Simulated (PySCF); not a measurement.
**Peak assignment**

Geometry (Å), atoms numbered from 1 in this order:
```xyz
20

C     3.0305   -0.4364   -0.5403
O     1.9035   -0.8994    0.1570
C     0.6764   -0.3412   -0.2787
C     0.4420    1.0607    0.1915
C    -0.7312    1.6619    0.0491
C    -1.9085    0.9738   -0.5749
C    -2.2689   -0.3131    0.1907
Si   -0.7518   -1.4592    0.3623
Cl   -0.4329   -1.9648    2.2767
H     3.8899   -0.9554   -0.1193
H     3.1693    0.6451   -0.4284
H     2.9531   -0.6687   -1.6111
H     0.6486   -0.3494   -1.3827
H     1.2656    1.5496    0.6914
H    -0.8732    2.6715    0.4059
H    -2.7693    1.6439   -0.5914
H    -1.6709    0.7110   -1.6101
H    -2.6442   -0.0357    1.1770
H    -3.0892   -0.8127   -0.3236
H    -0.8440   -2.6707   -0.4542
```

[PySCF 2.14.0 with density-fitted response routines: GFN2-xTB geometry; shielding tensors at PBE0/pcSseg-1 (GIAO); fast rotation and ring inversion assumed for equivalent nuclei; no relativistic terms; single conformer; no solvent model]

Shifts are taken against calculated references (same method and geometry level): $^{13}$C, $^{1}$H against TMS.

(1) Assign these signals to the numbered atoms. $^{13}$C{$^{1}$H} NMR (computed): δ 139.3 (CH), 135.0 (CH), 76.4 (CH), 61.2 (CH3), 24.7 (CH2), 15.0 (CH2).

(2) Assign these signals to the numbered atoms. $^{1}$H NMR (400 MHz, computed): δ 6.46 (m, 1H), 6.19 (m, 1H), 5.25 (m, 1H), 3.58 (s, 3H), 3.40 (m, 1H), 2.46 (m, 1H), 1.69 (m, 1H), 1.11 (m, 1H), 0.69 (m, 1H).

## Answers

(1) 
| δ (ppm) | atoms | environment | reason |
| --- | --- | --- | --- |
| 139.3 | C4 | alkene CH | as expected for a trigonal carbon in a double bond |
| 135.0 | C5 | alkene CH | – |
| 76.4 | C3 | allylic sp3 CH bonded to O and Si | deshielded by the electronegative neighbour |
| 61.2 | C1 | methyl carbon bonded to O | deshielded by the electronegative neighbour |
| 24.7 | C6 | allylic sp3 CH2 | a saturated carbon with 2 carbon neighbours and no heteroatom attached |
| 15.0 | C7 | sp3 CH2 bonded to Si | – |

(2) 
```tsv
δ (ppm)	atoms	environment	reason
6.46	H14	hydrogen on an alkene CH	a vinylic proton, deshielded by the sp2 carbon and the C=C anisotropy
6.19	H15	hydrogen on an alkene CH	–
5.25	H20	hydrogen on a silicon bonded to 2 C, Cl, in a 6-membered ring	–
3.58	H10/H11/H12	hydrogen on a methyl carbon bonded to O	its carbon carries O, which withdraws density
3.40	H13	hydrogen on an allylic sp3 CH bonded to O and Si	its carbon carries O, which withdraws density
2.46	H16	hydrogen on an allylic sp3 CH2	allylic position
1.69	H17	hydrogen on an allylic sp3 CH2	–
1.11	H19	hydrogen on an sp3 CH2 bonded to Si	–
0.69	H18	hydrogen on an sp3 CH2 bonded to Si	an electropositive neighbour shields it, as in TMS itself
```

Shifts are as computed. Against solution values, carbons near 30 ppm lie about +3 ppm off and those near 130 ppm about +5 ppm. Of 1211 compounds with measured shifts, 218 miss one by over three times the rms of a fit or turn the order of signals round; such compounds aren't used in these exercises. No couplings were computed; multiplicities are counted from neighbouring protons, with m where these are inequivalent, close in shift, in a saturated or five-membered ring or joined by F or P, and br s for small geminal =CH2 splittings.
